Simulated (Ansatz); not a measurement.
Program: Ansatz. Geometries: PBE0-D4/def2-TZVP. ΔE: electronic, gas phase. CCSD(T)/CBS is the MP2 limit (def2-TZVPP, def2-QZVPP) plus CCSD(T) − MP2 in def2-TZVPP, frozen cores. DFT in def2-TZVPP. HSE06 is defined as in plane-wave codes. Each species was taken in one conformer, which may not be the lowest.

Consider the cleavage of the Al–Al bond: `C[SiH2][Al]([AlH2])[AlH2]` + `N[SiH2]F` → `F[SiH2][NH][AlH2]` + `C[SiH2][AlH][AlH2]`.

`C[SiH2][Al]([AlH2])[AlH2]`:

Cartesian coordinates in Å:
```
C 2.088 1.167 -1.163
Si 1.512 0.274 0.392
Al -0.852 -0.446 0.406
Al -2.304 0.016 -1.670
Al -1.686 -1.620 2.540
H 1.971 0.529 -2.042
H 1.504 2.076 -1.326
H 3.141 1.450 -1.086
H 2.371 -0.932 0.605
H 1.749 1.158 1.575
H -3.141 1.366 -1.825
H -2.418 -1.033 -2.867
H -1.606 -3.205 2.713
H -2.328 -0.800 3.749
```

`N[SiH2]F`:

```xyz
7

N     0.368   -0.981   -0.029
Si   -0.288    0.576    0.116
F     0.175    1.605   -1.025
H     0.016   -1.647   -0.696
H     1.314   -1.188    0.244
H     0.174    1.158    1.395
H    -1.759    0.475   -0.004
```

`F[SiH2][NH][AlH2]`:

Z-matrix (Å, degrees):
```
Si
N 1 1.707
F 1 1.603 2 112.0
H 1 1.480 2 108.3 3 117.8
H 1 1.482 2 111.3 3 -117.8
Al 2 1.790 1 128.8 3 -100.2
H 2 1.013 1 114.9 3 77.7
H 6 1.581 2 117.4 1 179.2
H 6 1.579 2 117.5 1 -1.4
```

`C[SiH2][AlH][AlH2]`:

Z-matrix (Å, degrees):
```
C
Si 1 1.885
H 1 1.093 2 110.9
H 1 1.092 2 111.1 3 -120.1
H 1 1.093 2 110.8 3 119.9
Al 2 2.467 1 114.3 3 -59.9
H 2 1.496 1 108.9 3 177.6
H 2 1.496 1 108.9 3 62.6
Al 6 2.588 2 123.1 1 -0.3
H 6 1.599 2 116.5 1 179.7
H 9 1.597 6 122.0 2 88.7
H 9 1.597 6 122.0 2 -89.3
```

Q: Is it downhill or uphill in electronic energy at CCSD(T)/CBS, and by how much? (An estimate is asked.)

A: Computed: Downhill: ΔE = -20.9 kcal/mol.

Q: What do these levels give: BLYP-D4, r2SCAN-D4, B97M-V, PBE0-D4, PBE0, r2SCANh, r2SCAN0, HSE06, CCSD/def2-SVP, MP2/def2-QZVPP, MP2/CBS(def2), CCSD/CBS(def2)? (An estimate is asked.)

A: The calculation gave: BLYP-D4 -20.7, r2SCAN-D4 -19.5, B97M-V -21.8, PBE0-D4 -16.8, PBE0 -16.6, r2SCANh -19.6, r2SCAN0 -19.8, HSE06 -16.5, CCSD/def2-SVP -22.5, MP2/def2-QZVPP -23.3, MP2/CBS(def2) -23.2, CCSD/CBS(def2) -21.4 kcal/mol.

Largest T1 diagnostic among the species: 0.013.

At CCSD(T), def2-SVP lies −1.3 kcal/mol from the extrapolated value and def2-TZVPP +0.1 kcal/mol. From BLYP to BHLYP (50 % exact exchange), in def2-TZVPP and without D4, ΔE moves by −2.3 kcal/mol.
